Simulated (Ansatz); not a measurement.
`C=C[N]([GeH3])C(C)(C)C`. Total charge 0; spin multiplicity 1. Geometry: relaxed with PBE0-D4/def2-TZVP. It is one conformer, not always the lowest.

```xyz
23

C     1.529   -1.411   -2.104
C     0.504   -0.996   -1.354
N     0.552   -0.221   -0.212
Ge    2.036   -0.370    0.893
C    -0.701    0.406    0.258
C    -0.359    1.568    1.186
C    -1.563   -0.614    1.000
C    -1.478    0.988   -0.924
H     1.343   -2.057   -2.950
H     2.558   -1.135   -1.905
H    -0.495   -1.300   -1.655
H     2.947    0.864    0.766
H     2.784   -1.635    0.463
H     1.575   -0.499    2.356
H     0.155    1.236    2.091
H    -1.275    2.070    1.502
H     0.272    2.298    0.673
H    -2.503   -0.167    1.335
H    -1.037   -0.997    1.878
H    -1.804   -1.461    0.353
H    -1.879    0.218   -1.585
H    -0.837    1.645   -1.515
H    -2.324    1.570   -0.552
```

Q: What is the dipole moment at B3LYP/def2-TZVPP? (An estimate is asked.)

A: The calculation gave: 1.67 D, with components (-1.09, 0.68, 1.06) D in this frame, pointing from negative to positive charge.

Q: And with PBE, r2SCAN, ωB97M-V? (An estimate is asked.)

A: The calculation gave: PBE 1.69 D, r2SCAN 1.73 D, ωB97M-V 1.63 D.

Q: Give the Mulliken charges with B3LYP, r2SCAN, PBE in def2-TZVPP. (Estimate.)

A: Ansatz gave: 
```csv
atom,B3LYP,r2SCAN,PBE
C1,-0.30,-0.31,-0.29
C2,0.01,0.05,0.00
N3,-0.25,-0.26,-0.16
Ge4,0.17,0.17,0.13
C5,0.27,0.36,0.23
C6,-0.32,-0.24,-0.29
C7,-0.29,-0.22,-0.27
C8,-0.29,-0.20,-0.27
H9,0.09,0.07,0.08
H10,0.08,0.06,0.07
H11,0.07,0.06,0.06
H12,-0.02,-0.02,-0.02
H13,0.02,0.01,0.02
H14,-0.02,-0.02,-0.01
H15,0.09,0.07,0.08
H16,0.08,0.04,0.07
H17,0.10,0.07,0.10
H18,0.08,0.05,0.07
H19,0.08,0.05,0.08
H20,0.08,0.05,0.08
H21,0.08,0.05,0.08
H22,0.10,0.06,0.09
H23,0.08,0.04,0.07
```

B3LYP here is the variant with VWN-RPA as its local correlation; programs differ in this.
